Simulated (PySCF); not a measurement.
C7H9N.
Numbering: `[CH:1]#[C:2][C@H:3]1[CH2:4][CH2:5][CH2:6][CH:7]=[N:8]1`

NICS is the negative of the GIAO shielding at a point without a nucleus: at the ring centre (0) and 1 Å above and below it (1); zz is the component along the ring normal. Level: GIAO PBE0/pcSseg-1 (PySCF, non-relativistic, gas phase) on the GFN2-xTB geometry, one conformer.

Ring bond lengths (Å), with Mayer bond orders in brackets: C3–C4 1.538 (1.02), C4–C5 1.525 (1.02), C5–C6 1.527 (1.03), C6–C7 1.502 (1.00), C7–N8 1.254 (1.98), N8–C3 1.450 (0.98).

Question: What do the NICS probes read (ppm)?

Answer: 
```tsv
ring	type	NICS(0)	NICS(1), two faces	NICS(1)zz, two faces	rms pucker (Å)	centre to ring atoms, mean (Å)
C3–C4–C5–C6–C7–N8	6-membered ring with N; formal bonds 1 double, 5 single	0.6	-2.2 / -1.7	1.1 / 2.5	0.20	1.43
```

Question: What can be read from them?

Answer: 
- C3–C4–C5–C6–C7–N8: mean NICS(1)zz 1.8 ppm, near zero. C3, C4, C5, C6 have four or more neighbours, so the value isn't read as a sign of a π ring current. A hydrogen on C4, outside the ring, lies only 1.38 Å from a NICS(1) probe, which then mostly feels that atom.

Question: At the second NICS(1) probe listed for ring C3–C4–C5–C6–C7–N8, 1 Å off the ring, how large is the induced field along the normal in 9.4 T applied along it?

Answer: NICSzz × B0 = 2.5 ppm × 9.4 T = 24 μT, along the applied field.

Question: List the ring angles and the Hirshfeld charges of the ring atoms.

Answer: 
- C3–C4–C5–C6–C7–N8: C3 113.9° (+0.026 e), C4 108.9° (-0.070 e), C5 108.9° (-0.070 e), C6 110.9° (-0.071 e), C7 127.9° (+0.050 e), N8 120.5° (-0.160 e); sum 691.0° against 720° for a flat convex ring.

The run took 20 s wall on an Arm Neoverse V2 with one thread, on a shared host, and the process peaked at 0.82 GiB of memory. This is the whole shielding run at PBE0/pcSseg-1, SCF included.
